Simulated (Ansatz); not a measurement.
`[OH][SnH2][Br]` + CH₃OH → `C[O][SnH2][Br]` + H₂O at 298.15 K and 1 bar (ligand exchange at the Sn–O bond).

Isolated molecules relaxed with PBE0-D4/def2-TZVP in Ansatz; ΔE leaves out vibrations. CBS: MP2 limit from def2 TZ/QZ plus the TZ coupled-cluster correction, frozen cores. This one scheme is used for every species. Elements past krypton have def2 core potentials. For Br, Sn outer-core shells are correlated without core-valence functions, which leaves a few kJ/mol of doubt a bond. Scalar relativity is left out up to krypton. Each species was taken in one conformer, which may not be the lowest.

| species | CCSD(T)/CBS energy (Eh) | H − E (kJ/mol) | S (J/(mol·K)) |
| --- | --- | --- | --- |
| `[OH][SnH2][Br]` | -2864.37583 | 89.8 | 332.5 |
| CH₃OH | -115.61712 | 146.3 | 238.2 |
| `C[O][SnH2][Br]` | -2903.61539 | 168.4 | 369.4 |
| H₂O | -76.37941 | 66.4 | 188.7 |

H − E and S are ideal-gas, rigid-rotor, harmonic terms from PBE0-D4/def2-TZVP, for one conformer and one mirror image of each species. 1 Eh = 2625.50 kJ/mol, R = 8.31446 J/(mol·K).

Problem. By hand: ΔE, ΔH, ΔS and ΔG.

Solution. ΔE = (-2903.61539) + (-76.37941) − (-2864.37583) − (-115.61712) = -0.00185 Eh = -4.9 kJ/mol. Δ(H − E) = 168.4 + 66.4 − 89.8 − 146.3 = -1.3, so ΔH = -6.2 kJ/mol. ΔS = 369.4 + 188.7 − 332.5 − 238.2 = -12.6 J/(mol·K). ΔG = -6.2 − 298.15 × (-12.6)/1000 = -2.4 kJ/mol.

Problem. By hand: the equilibrium constant, and the temperature at which ΔG would vanish if ΔH and ΔS stayed fixed.

Solution. log₁₀ K = −ΔG/(RT ln 10) = 0.4. ΔG = 0 at ΔH/ΔS = 492 K, though so small a ΔH makes that figure unsure.

TΔS isn't small against ΔH here. The sign of ΔG lies within the doubt. A doubt of 5 kJ/mol in ΔE shifts log₁₀ K by 0.9 here. Other conformers and mirror images would add mixing entropy, several J/(mol·K) or more a flexible species. Modes under 60 cm⁻¹, often nearly free rotors, make the harmonic entropy too high. These are equilibria of isolated gas molecules and say nothing of rates. Largest T1 diagnostic: 0.012 (customary marks: 0.02 for closed shells, 0.045 for open ones).
